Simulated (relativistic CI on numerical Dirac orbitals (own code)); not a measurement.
## Fe4+: L2,3 absorption edge

Computed with this model: Dirac-Coulomb-Breit CI, separate exchange-only KLI orbitals for each configuration, QED by a radiative potential, valence Slater integrals scaled by 0.9, multiplet model of core-to-valence dipole absorption; configurations [Ar] 3d4 → [He] 2s2 2p5 3s2 3p6 3d5; 10 K; Lorentzian 0.24 eV and Gaussian 0.3 eV FWHM. Energies are those of the free ion, without screening or charge transfer. The branching ratio is the share of the lower-energy edge in the whole absorption, uncertain by about 0.02 where the edges overlap. S is read from ⟨S²⟩ = S(S + 1).

Field parameters in Wybourne normalisation: D4h B²₀ = −7Ds, B⁴₀ = 21(Dq − Dt), B⁴₄ = 21√(5/14) Dq; Oh B⁴₀ = 21Dq, B⁴₄ = √(5/14) B⁴₀. The field is a parameter set, without covalency.

Computed curve for D4h, 10Dq = 27400, Ds = 220, Dt = 1170 cm⁻¹, scaled to 100 at the maximum (points under 2 are left out and the grid is thinned):

```
Energy (eV)  Intensity
      712.1        2.0
      712.7       12.8
      713.2       12.5
      713.8       23.5
      714.3       31.2
      714.9       12.4
      715.5       21.7
      716.0       34.5
      716.6      100.0
      717.1       34.7
      717.7       26.7
      718.2       42.9
      718.8       32.2
      719.4       17.4
      719.9       16.2
      720.5       16.6
      721.0       11.5
      721.6        7.0
      722.2        3.8
      722.7        2.5
      723.3        2.5
      723.8        2.2
      724.4        5.0
      725.0        7.6
      725.5        8.8
      726.1       27.0
      726.6       30.4
      727.2       16.0
      727.8       12.3
      728.3        9.0
      728.9       13.9
      729.4       19.6
      730.0       14.7
      730.5       24.7
      731.1       19.3
      731.7        7.7
      732.2        4.3
      732.8        2.3
      733.3        2.3
      733.9        2.2
```

The ground state has S = 2.00, and the centroid lies at 720.90 eV.
